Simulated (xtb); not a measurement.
Harmonic IR lines of one isomer of CH7B3, unscaled. These are GFN2-xTB (xtb) values and carry that method's errors.

```csv
wavenumber (cm⁻¹),relative intensity
719,9.6
724,23
761,20
788,32
829,75
889,22
962,58
988,60
1020,44
1076,14
1149,34
1209,80
1475,3.2
2565,78
2606,57
2619,63
2628,87
2658,100
2976,16
2998,31
```

Q: Say which structure gives these lines.
A. `BB(B)C`
B. `BBBC`
C. `BBCB`
D. `BC(B)B`

A: C, `BBCB`
